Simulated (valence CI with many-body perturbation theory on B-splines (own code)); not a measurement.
## I40+: electric-dipole lines

Level of theory: relativistic CI+MBPT: three valence electrons over a frozen Dirac-Fock core [Ne], radial functions for each j: 11 s, 11 p, 9 d, 7 f, 5 g, 2 h, 1 i, with the one-electron correlation potential Σ1 (screened to all orders), the two-electron term Σ2, the three-electron term Σ3, Breit, model QED; selected single and double excitations, second order for the rest (own B-spline code, finite nucleus).

No measured spectrum was set against this ion. As an estimate, large intervals hold to a few tenths of a per cent, small ones and those within an open d or f shell to about a per cent.

Lines 101 to 150 of 283 in falling wavelength, among levels below 41.856 Ry, chosen from the strongest by gf and those to the six lowest levels. Wavelengths and rates use the calculated energies. Electric multipoles are in the length gauge, E1 and E2 with the static RPA response of the core. Weak lines are less certain than strong ones. Lines between different terms over intervals too small for the method are left out, as are lines whose strength nearly cancels. The highest levels of a list are the least certain.

Levels are named by their leading jj configuration (3d3/2^4 stands for four electrons in 3d with j = 3/2), which in mixed levels can hold well under half, so a name can repeat and another be missing. Letters in brackets count levels of one name in rising energy.

| λ vac (Å) | Upper | Lower | A (s⁻¹) | log gf | Branch % |
| --- | --- | --- | --- | --- | --- |
| 71.89 | (3p1/2 3p3/2 3d5/2) J=7/2 [a] | (3s 3p1/2 3d5/2) J=7/2 | 1.41e+10 | -1.06 | 8.6 |
| 71.85 | (3s 3p3/2 3d5/2) J=3/2 [a] | (3s^2 3d3/2) J=3/2 | 4.33e+10 | -0.87 | 20.7 |
| 71.54 | (3s 3p3/2 3d5/2) J=5/2 [a] | (3s^2 3d5/2) J=5/2 | 1.32e+11 | -0.21 | 84.1 |
| 71.16 | (3p1/2 3p3/2 3d5/2) J=3/2 [a] | (3s 3p1/2 3d5/2) J=3/2 | 8.64e+10 | -0.58 | 34.1 |
| 71.11 | (3s 3d3/2 3d5/2) J=7/2 [b] | (3s 3p3/2 3d3/2) J=5/2 [a] | 3.02e+10 | -0.74 | 11.9 |
| 70.97 | (3s 3d3/2 3d5/2) J=5/2 [b] | (3s 3p3/2 3d3/2) J=7/2 | 4.09e+10 | -0.73 | 10.5 |
| 70.95 | (3s 3d3/2 3d5/2) J=3/2 [b] | (3s 3p3/2 3d3/2) J=5/2 [a] | 3.04e+10 | -1.04 | 7.8 |
| 70.85 | (3s 3d3/2 3d5/2) J=3/2 [b] | (3s 3p3/2 3d3/2) J=3/2 [a] | 6.50e+10 | -0.71 | 16.7 |
| 70.67 | (3p1/2 3p3/2^2) J=3/2 | (3s 3p1/2 3p3/2) J=1/2 | 1.76e+11 | -0.28 | 45.1 |
| 70.67 | (3p3/2^2 3d3/2) J=1/2 | (3s 3p3/2 3d3/2) J=1/2 [a] | 5.56e+10 | -1.08 | 13.5 |
| 70.44 | (3p1/2 3p3/2 3d3/2) J=5/2 [a] | (3s 3p1/2 3d3/2) J=5/2 | 3.14e+10 | -0.85 | 28.9 |
| 70.25 | (3p1/2 3p3/2 3d5/2) J=5/2 [a] | (3s 3p1/2 3d5/2) J=5/2 [b] | 8.95e+10 | -0.40 | 42.9 |
| 70.20 | (3s 3d3/2 3d5/2) J=5/2 [b] | (3s 3p3/2 3d3/2) J=5/2 [a] | 9.21e+10 | -0.39 | 23.7 |
| 69.96 | (3p1/2 3p3/2^2) J=5/2 | (3s 3p1/2 3p3/2) J=3/2 [b] | 1.23e+11 | -0.27 | 69.8 |
| 69.73 | (3s 3p3/2^2) J=5/2 | (3s^2 3p3/2) J=3/2 | 1.86e+11 | -0.09 | 100.0 |
| 69.54 | (3p1/2 3p3/2 3d5/2) J=7/2 [a] | (3s 3p1/2 3d5/2) J=5/2 [a] | 1.01e+11 | -0.23 | 61.9 |
| 69.51 | (3p1/2 3p3/2 3d5/2) J=9/2 | (3s 3p1/2 3d5/2) J=7/2 | 6.92e+10 | -0.30 | 66.2 |
| 69.32 | (3s 3p1/2 3d5/2) J=5/2 [b] | (3s 3p1/2 3p3/2) J=3/2 [a] | 1.58e+10 | -1.17 | 19.8 |
| 69.31 | (3s 3p1/2 3d5/2) J=3/2 | (3s 3p1/2 3p3/2) J=3/2 [a] | 6.56e+10 | -0.72 | 35.1 |
| 69.24 | (3s 3d5/2^2) J=9/2 | (3s 3p3/2 3d5/2) J=9/2 | 1.09e+11 | -0.11 | 55.1 |
| 68.67 | (3s 3p3/2 3d3/2) J=3/2 [b] | (3s^2 3d5/2) J=5/2 | 3.59e+10 | -0.99 | 9.4 |
| 68.37 | (3p1/2 3p3/2 3d3/2) J=3/2 [a] | (3s 3p1/2 3d3/2) J=5/2 | 4.60e+10 | -0.89 | 21.9 |
| 68.32 | (3p1/2 3p3/2 3d3/2) J=5/2 [b] | (3s 3p1/2 3d5/2) J=5/2 [a] | 2.61e+10 | -0.96 | 7.2 |
| 68.09 | (3p1/2 3p3/2 3d3/2) J=5/2 [b] | (3s 3p1/2 3d3/2) J=3/2 [b] | 6.97e+10 | -0.54 | 19.2 |
| 67.83 | (3s 3p3/2 3d5/2) J=7/2 [a] | (3s^2 3d5/2) J=5/2 | 9.88e+10 | -0.26 | 60.8 |
| 67.81 | (3p1/2 3p3/2 3d3/2) J=3/2 [b] | (3s 3p1/2 3d3/2) J=1/2 | 2.61e+10 | -1.14 | 6.9 |
| 67.74 | (3s 3p3/2 3d5/2) J=3/2 [b] | (3s 3p3/2^2) J=5/2 | 1.47e+11 | -0.39 | 38.4 |
| 67.68 | (3p1/2 3p3/2 3d3/2) J=5/2 [a] | (3s 3p1/2 3d3/2) J=3/2 [a] | 3.85e+10 | -0.80 | 35.4 |
| 67.68 | (3s 3p1/2 3p3/2) J=3/2 [b] | (3s^2 3p1/2) J=1/2 | 7.86e+10 | -0.67 | 92.1 |
| 67.66 | (3p1/2 3p3/2 3d5/2) J=5/2 [a] | (3s 3p1/2 3d5/2) J=7/2 | 2.29e+10 | -1.03 | 11.0 |
| 67.66 | (3s 3p3/2 3d3/2) J=3/2 [b] | (3s^2 3d3/2) J=3/2 | 8.40e+10 | -0.64 | 21.9 |
| 67.51 | (3p1/2 3p3/2^2) J=3/2 | (3s 3p1/2 3p3/2) J=3/2 [b] | 8.22e+10 | -0.65 | 21.0 |
| 67.44 | (3p1/2 3p3/2 3d3/2) J=7/2 | (3s 3p1/2 3d3/2) J=5/2 | 9.84e+10 | -0.27 | 75.3 |
| 67.10 | (3s 3p3/2 3d5/2) J=5/2 [b] | (3s 3p3/2^2) J=5/2 | 1.47e+11 | -0.23 | 33.5 |
| 66.84 | (3p1/2^2 3p3/2) J=3/2 | (3s 3p1/2^2) J=1/2 | 4.74e+10 | -0.90 | 48.3 |
| 66.77 | (3p1/2 3p3/2^2) J=1/2 | (3s 3p1/2 3p3/2) J=3/2 [b] | 1.79e+11 | -0.62 | 76.1 |
| 66.61 | (3p3/2^3) J=3/2 | (3s 3p3/2^2) J=3/2 | 4.35e+11 | 0.06 | 71.5 |
| 66.36 | (3p1/2 3p3/2 3d5/2) J=3/2 [a] | (3s 3p1/2 3d5/2) J=5/2 [a] | 4.55e+10 | -0.92 | 18.0 |
| 66.29 | (3p1/2 3p3/2 3d3/2) J=1/2 [b] | (3s 3p1/2 3d3/2) J=1/2 | 7.10e+10 | -1.03 | 18.6 |
| 66.14 | (3p1/2 3p3/2 3d5/2) J=3/2 [a] | (3s 3p1/2 3d3/2) J=3/2 [b] | 2.82e+10 | -1.13 | 11.1 |
| 65.77 | (3p1/2 3p3/2 3d3/2) J=3/2 [a] | (3s 3p1/2 3d3/2) J=3/2 [a] | 8.62e+10 | -0.65 | 41.0 |
| 65.30 | (3s 3p3/2 3d3/2) J=5/2 [b] | (3s^2 3d3/2) J=3/2 | 3.64e+11 | 0.15 | 71.5 |
| 65.11 | (3p1/2 3p3/2 3d3/2) J=1/2 [a] | (3s 3p1/2 3d3/2) J=3/2 [a] | 1.75e+11 | -0.65 | 79.5 |
| 65.01 | (3p1/2 3p3/2 3d5/2) J=7/2 [b] | (3s 3p1/2 3d5/2) J=7/2 | 3.24e+10 | -0.79 | 19.3 |
| 64.90 | (3p3/2^3) J=3/2 | (3s 3p3/2^2) J=1/2 | 1.06e+11 | -0.57 | 17.4 |
| 64.78 | (3s 3p1/2 3p3/2) J=1/2 | (3s^2 3p1/2) J=1/2 | 2.93e+11 | -0.43 | 96.1 |
| 64.71 | (3s 3p3/2 3d3/2) J=1/2 [b] | (3s^2 3d3/2) J=3/2 | 2.94e+11 | -0.43 | 58.5 |
| 64.62 | (3s 3p3/2^2) J=1/2 | (3s^2 3p3/2) J=3/2 | 2.09e+11 | -0.58 | 98.0 |
| 64.47 | (3p1/2 3p3/2^2) J=5/2 | (3s 3p1/2 3p3/2) J=5/2 | 3.29e+10 | -0.91 | 18.6 |
| 63.99 | (3s 3p3/2 3d5/2) J=7/2 [b] | (3s^2 3d5/2) J=5/2 | 1.21e+10 | -1.23 | 4.5 |

Question: How does gf follow from A for the line at 68.67 Å?

Answer: gf = 1.4992 × (2J+1)_upper × A / σ², with σ = 1456346 cm⁻¹ and 2J+1 = 4: gf = 0.102.
